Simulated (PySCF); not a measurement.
An excited-state job on `FC(C[C@@H]([Se][SiH3])F)F`.

Method: TDDFT B3LYP/def2-SVPD, vertical, gas phase, core orbitals frozen in the response (PySCF 2.14.0, density-fitted response routines). Geometry: GFN2-xTB. The command runs a driver script over a list of jobs; the input below is this job's line of settings and its coordinates in Å.

Command:
```bash
OMP_NUM_THREADS=1 python probes_run.py task.json out
```

Input:
```
{"job": {"kind": "uv", "xc": "B3LYP", "basis": "def2-SVPD", "nstates": 8, "ntriplets": 3}, "charge": 0, "multiplicity": 1}
F     -3.668047     0.488458    -0.112233
C     -2.436695     0.371561     0.434638
F     -2.520104    -0.628076     1.347506
C     -1.407819     0.032523    -0.635394
C     -0.015496    -0.037405    -0.039403
F      0.332365     1.183456     0.475817
Se     1.313055    -0.547272    -1.417332
Si     3.171740    -0.336917    -0.085912
H     -2.214421     1.304161     0.975240
H     -1.443908     0.803299    -1.408320
H     -1.658456    -0.932694    -1.081226
H      0.043596    -0.756854     0.786123
H      3.296355     1.061626     0.304977
H      2.954305    -1.200371     1.073305
H      4.249115    -0.797507    -0.949077
```

Estimate the output.

```
coarse grid: 62488 points
cycle   1  E = -3108.3962973422  dE = -1.320e-01  |g| = 7.847e-01  |ddm| = 4.845e+00
cycle   2  E = -3108.2570702085  dE =  1.392e-01  |g| = 1.221e+00  |ddm| = 1.875e+00
cycle   3  E = -3108.5032996819  dE = -2.462e-01  |g| = 9.623e-02  |ddm| = 1.087e+00
cycle   4  E = -3108.5047655661  dE = -1.466e-03  |g| = 4.027e-02  |ddm| = 1.620e-01
cycle   5  E = -3108.5051605008  dE = -3.949e-04  |g| = 1.010e-02  |ddm| = 6.497e-02
cycle   6  E = -3108.5051780492  dE = -1.755e-05  |g| = 3.654e-03  |ddm| = 1.398e-02
cycle   7  E = -3108.5051807021  dE = -2.653e-06  |g| = 6.260e-04  |ddm| = 4.240e-03
final grid: 131040 points
cycle   8  E = -3108.5051623130  dE = -5.582e-08  |g| = 8.227e-04  |ddm| = 7.937e-03
cycle   9  E = -3108.5051621685  dE =  1.445e-07  |g| = 1.203e-03  |ddm| = 2.190e-03
cycle  10  E = -3108.5051624305  dE = -2.620e-07  |g| = 9.038e-05  |ddm| = 1.232e-03
cycle  11  E = -3108.5051624319  dE = -1.388e-09  |g| = 1.693e-05  |ddm| = 1.149e-04
cycle  12  E = -3108.5051624320  dE = -7.913e-11  |g| = 4.688e-06  |ddm| = 2.803e-05
converged SCF energy = -3108.5051624320

Static polarisability (au): isotropic 97.744, principal 80.212 89.915 123.106

Singlet excitations
state   eV       nm        f      main configurations
  1   4.8782    254.2   0.00351   H->L 0.97
  2   5.3649    231.1   0.01312   H->L+1 0.98
  3   6.0611    204.6   0.01302   H->L+2 0.97
  4   6.4126    193.3   0.00331   H->L+3 0.87
  5   6.5838    188.3   0.00894   H->L+4 0.52, H->L+6 0.28, H-1->L 0.13
  6   6.6652    186.0   0.01952   H->L+5 0.61, H->L+4 0.26
  7   6.8927    179.9   0.01417   H->L+6 0.33, H->L+5 0.27, H->L+7 0.17
  8   6.9517    178.4   0.04724   H->L+7 0.79

Triplet excitations (Tamm-Dancoff, eV): 4.4407 4.9905 5.8800
```

The SCF starts on a coarse grid where the log names one; the energy can jump when the final grid takes over, and dE then counts from the start density on the new grid. H and L stand for HOMO and LUMO; the number after each pair is its weight.

Which computed singlet has the largest oscillator strength, and what do all of them sum to?

State 8 at 6.95 eV (178 nm), f = 0.047; the 8 states sum to 0.123.

In short: HOMO -6.80 eV, LUMO -0.74 eV; lowest singlet 4.88 eV; lowest triplet 4.44 eV (Tamm–Dancoff); mean polarisability 97.7 au.

 The B3LYP/def2-SVPD calculation is non-relativistic and has no spin–orbit coupling, an omission that weighs most on selenium.

The run took 2.0 min on one thread of an Arm Neoverse N1, shared host, and the process peaked at 1.0 GiB of memory.

One conformer stands for the species.
Labels such as C1 count atoms from 1, the log's own numbers from 0.
